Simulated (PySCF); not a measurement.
PySCF input for CHO2, SMILES O=C=[OH+], charge +1, B3LYP-D3(BJ)/def2-TZVP. Geometry: B3LYP-D3(BJ)/def2-TZVP. The isomer is the one that the SMILES or the coordinates give; other isomers of the formula were not compared.

```python
import numpy as np
from pyscf import gto, scf, dft, df
from pyscf.hessian import thermo

mol = gto.M(
    atom='''
    O    -0.01680429    1.23176702    0.00000000
    C    -0.01222925    0.10985009    0.00000000
    O     0.11138625   -1.10263785    0.00000000
    H    -0.68328022   -1.69213392    0.00000000
    ''',
    basis='def2-TZVP',
    charge=1,
    spin=0,
    max_memory=1600,
    verbose=3,
)
mf = dft.RKS(mol, xc='b3lyp').density_fit(auxbasis='def2-universal-jkfit')
mf.disp = 'd3bj'
mf.grids.level = 3
mf.conv_tol = 1e-11
mf.max_cycle = 100
mf.kernel()

# analytic Hessian; the response equations are solved on a coarser grid
h, args, fine = mf.Hessian(), (mf.mo_energy, mf.mo_coeff, mf.mo_occ), mf.grids
h.max_memory = max(150, 2.5e-5 * df.make_auxmol(mol, mf.with_df.auxbasis).nao * mol.nelec[0] * (mol.nelec[0] + mol.nao))  # MB; small integral blocks
h1ao = h.make_h1(mf.mo_coeff, mf.mo_occ)
mf.grids = dft.Grids(mol).set(level=1).build(with_non0tab=True)
mo1, mo_e1 = h.solve_mo1(*args, h1ao)
mf.grids = fine
hess = h.hess_elec(*args, mo1, mo_e1, h1ao) + h.hess_nuc()
if mf.do_disp():
    hess += h.get_dispersion()
for i in range(mol.natm):  # the analytic DFT Hessian lacks the response of the grid: restore translational invariance
    hess[i, i] -= hess[i].sum(axis=0)
hess = (hess + hess.transpose(1, 0, 3, 2)) / 2
vib = thermo.harmonic_analysis(mol, hess, imaginary_freq=False)
thermo.dump_normal_mode(mol, vib)
th = thermo.thermo(mf, vib['freq_au'][vib['freq_au'] > 0], 298.15, 101325)
thermo.dump_thermo(mol, th)
g0 = mf.nuc_grad_method().set(verbose=0).kernel()

# dipole derivatives [dipole axis, atom, xyz] from the same response
r, irp = mol.intor('int1e_r'), mol.intor('int1e_irp').reshape(3, 3, mol.nao, mol.nao)
sl, dm0, ok = mol.aoslice_by_atom(), np.array(mf.make_rdm1()), []
dmu = np.einsum('a,xt->xat', mol.atom_charges(), np.eye(3))
for a, (_, _, p0, p1) in enumerate(sl):
    dmu[:, a] += 2 * np.einsum('xtij,ij->xt', irp[:, :, :, p0:p1], dm0.reshape(-1, mol.nao, mol.nao).sum(0)[:, p0:p1])
    for u, c, occ, f in [(mo1, mf.mo_coeff, mf.mo_occ, 4)]:
        dmu[:, a] -= f * np.einsum('tui,xuv,vi->xt', u[a], r, c[:, occ > 0], optimize=True)
L = vib['norm_mode']
ir = 974.8801 * (np.einsum('xat,kat->kx', dmu, L) ** 2).sum(1)       # km/mol
apt = np.einsum('xax->a', dmu) / 3

# polarisability derivatives from nuclear gradients in small electric fields
h0, F = mf.get_hcore(), 0.005
def in_field(f, guess):
    m = mf.copy()
    m.verbose, m.conv_tol, m.conv_tol_grad = 0, 1e-11, 2e-7
    m.get_hcore = lambda *a: h0 + np.einsum('x,xij->ij', f, r)
    m.kernel(guess)
    ok.append(m.converged)
    dm = np.array(m.make_rdm1())
    g = m.nuc_grad_method().kernel() - np.outer(mol.atom_charges(), f)
    for a, (_, _, p0, p1) in enumerate(sl):
        g[a] -= 2 * np.einsum('x,xtij,ij->t', f, irp[:, :, :, p0:p1], dm[:, p0:p1])
    return g, -np.einsum('xij,ij->x', r, dm), dm
E = np.eye(3) * F
g0, _, dm0 = in_field(np.zeros(3), dm0)
gp = [in_field(e, dm0) for e in E]
gm = [in_field(-e, 2 * dm0 - p[2]) for e, p in zip(E, gp)]
alpha = np.array([(p[1] - q[1]) / (2 * F) for p, q in zip(gp, gm)])  # bohr^3
check = abs(np.array([-(p[0] - q[0]) / (2 * F) for p, q in zip(gp, gm)]) - dmu).max()
print('static polarisability / bohr^3:', alpha.round(3))
print('largest difference of analytic and finite-field dipole derivatives / e:', check)
da = np.zeros((3, 3, mol.natm, 3))
for x in range(3):
    da[x, x] = -(gp[x][0] + gm[x][0] - 2 * g0) / F**2
for x, y in ((0, 1), (0, 2), (1, 2)):
    up, down = in_field(E[x] + E[y], gp[x][2] + gp[y][2] - dm0), in_field(-E[x] - E[y], gm[x][2] + gm[y][2] - dm0)
    both = -(up[0] + down[0] - 2 * g0) / F**2
    da[x, y] = da[y, x] = (both - da[x, x] - da[y, y]) / 2
aq = np.einsum('xyat,kat->kxy', da, L) * 0.529177210903**2           # A^2/amu^1/2
a = np.einsum('kxx->k', aq) / 3
g2 = 1.5 * (aq**2).sum((1, 2)) - 4.5 * a**2
raman, depol = 45 * a**2 + 7 * g2, 3 * g2 / (45 * a**2 + 4 * g2 + 1e-12)
print('mode   freq/cm-1   IR/(km/mol)   Raman/(A^4/amu)   depolarisation')
for k, w in enumerate(vib['freq_wavenumber']):
    print(f'{k + 1:4d} {w:11.2f} {ir[k]:13.3f} {raman[k]:17.3f} {depol[k]:16.3f}')
print('max |gradient| / (hartree/bohr):', abs(g0).max())
print('APT charges:', apt.round(4))
```

It prints:

```
converged SCF energy = -188.884029103366

WARN: DFTD3 does not support analytical Hessian, using finite difference


WARN: Mole.unit (angstrom) is changed to Bohr

Mode                                 0                   1                   2
Irrep
Freq [cm^-1]                      548.7616            600.2111           1006.5074
Reduced mass [au]                   3.8796              8.6699              1.4560
Force const [Dyne/A]                0.6883              1.8402              0.8690
Char temp [K]                     789.5458            863.5701           1448.1401
Normal mode                   x     y     z       x     y     z       x     y     z
       0   O                 0.10 -0.00 -0.00    0.00  0.00  0.10   -0.02 -0.01  0.00
       1   C                -0.22 -0.01  0.00   -0.00  0.00 -0.24    0.11 -0.01 -0.00
       2   O                 0.05  0.03 -0.00    0.00 -0.00  0.07   -0.09  0.06  0.00
       3   H                 0.31 -0.31 -0.00    0.00 -0.00  0.20    0.47 -0.66  0.00
Mode                                 3                   4                   5
Irrep
Freq [cm^-1]                     1274.5787           2471.8677           3500.5389
Reduced mass [au]                   7.8140             12.0058              1.0687
Force const [Dyne/A]                7.4792             43.2207              7.7156
Char temp [K]                    1833.8350           3556.4673           5036.4962
Normal mode                   x     y     z       x     y     z       x     y     z
       0   O                -0.00  0.16 -0.00    0.00  0.12  0.00    0.00 -0.00  0.00
       1   C                 0.00  0.05  0.00    0.00 -0.24 -0.00    0.00  0.00 -0.00
       2   O                 0.00 -0.18 -0.00    0.00  0.05  0.00    0.05  0.04  0.00
       3   H                 0.05 -0.26 -0.00   -0.03  0.08  0.00   -0.76 -0.59  0.00
temperature 298.1500 [K]
pressure 101325.00 [Pa]
Rotational constants [GHz] 795.38060 10.81614 10.67102
Symmetry number 1
Zero-point energy (ZPE) 0.02142 [Eh]   56239.233 [J/mol]
                           tot       elec      trans        rot        vib
Entropy [J/mol/K]       239.558      0.000    156.226     78.656      4.676
Cv [J/mol/K]             36.268      0.000     12.472     12.472     11.325
Cp [J/mol/K]             44.583      0.000     20.786     12.472     11.325
Internal energy [J/mol]                      3718.434   3718.434  57286.046
Internal energy [Eh]   -188.85938  -188.88403
Enthalpy [J/mol]                             6197.391   3718.434  57286.046
Enthalpy [Eh]          -188.85843
Gibbs free energy [J/mol]                  -40381.405 -19732.818  55891.783
Gibbs free energy [Eh] -188.88564
static polarisability / bohr^3: [[ 9.885  0.388 -0.   ]
 [ 0.389 23.195 -0.   ]
 [ 0.     0.     9.059]]
largest difference of analytic and finite-field dipole derivatives / e: 0.008974263201625643
mode   freq/cm-1   IR/(km/mol)   Raman/(A^4/amu)   depolarisation
   1      548.76        38.382             0.472            0.611
   2      600.21        12.831             0.035            0.750
   3     1006.51       265.787             2.056            0.667
   4     1274.58         6.384            11.409            0.160
   5     2471.87       389.595             9.143            0.212
   6     3500.54       607.031            47.467            0.242
max |gradient| / (hartree/bohr): 4.402931436369708e-05
APT charges: [-0.245   1.2286 -0.5423  0.5586]
```

The calculation finished and met its thresholds.

Cost: around 80 core-seconds (rough).
